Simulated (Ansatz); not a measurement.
Geometry optimisation, Ansatz 0.2.0, UKS PBE-D4/6-31G*.

Input file:

```yaml
crystal:
  periodic: [false, false, false]
  atoms:
    - { symbol: C, position_ang: [-0.3525, 0.9075, -0.5106] }
    - { symbol: B, position_ang: [-0.0593, -0.5853, -0.2797] }
    - { symbol: "N", position_ang: [0.283, -1.0994, 1.0923] }
    - { symbol: F, position_ang: [-0.0323, -1.4915, -1.3954] }
    - { symbol: H, position_ang: [0.3108, 1.3673, -1.281] }
    - { symbol: H, position_ang: [-0.3249, 1.5444, 0.4213] }
    - { symbol: H, position_ang: [-1.17182, -0.23473, -0.18863] }
    - { symbol: H, position_ang: [1.3307, -1.4491, 1.0348] }
    - { symbol: H, position_ang: [0.3405, -0.2797, 1.8143] }
magnetization:
  spin_polarized: true
basis:
  gaussian: { orbitals: "6-31G*" }
hamiltonian:
  xc: pbe
  dispersion: d4
relax:
  f_tol: 0.02
  max_steps: 50
```

Command:

```bash
$ ansatz run input.yaml --threads 2 --pin off --max-ram 3072MiB --backend cpu --events-out ev --progress --plain --runs-dir out
```

Q: Where does it end, and by what steps?

A: It converged. After 14 steps the energy has fallen by 4.709 eV; H7 moved furthest, 1.14 Å. Parted: B2–H7. Joined: C1–H7.

```
step  energy less start (eV)  largest force component (eV/Å)  accepted
   0                  0.0000                           5.235       yes
   1                 -1.7189                           3.360       yes
   2                 -2.9181                           2.561       yes
   3                 -3.5952                           2.147       yes
   4                 -4.0594                           0.947       yes
   5                 -4.4123                           0.916       yes
   6                 -4.5782                           1.361       yes
   7                 -4.5540                           3.404        no
   8                 -4.6677                           0.530       yes
   9                 -4.7029                           0.095       yes
  10                 -4.7084                           0.033       yes
  11                 -4.7089                           0.031       yes
  12                 -4.7090                           0.051       yes
  13                 -4.7090                           0.048        no
  14                 -4.7092                           0.008       yes
```

```xyz
9
Properties=species:S:1:pos:R:3
C -0.507 0.777 -0.455
B 0.156 -0.631 -0.181
N 0.694 -1.008 1.066
F 0.222 -1.543 -1.188
H 0.015 1.300 -1.276
H -0.510 1.445 0.423
H -1.554 0.654 -0.789
H 1.117 -1.918 1.230
H 0.691 -0.396 1.877
```

Run time: 17 s on 2 threads of Intel(R) Xeon(R) 6975P-C (Granite Rapids), on a shared host, peak memory 0.18 GiB.
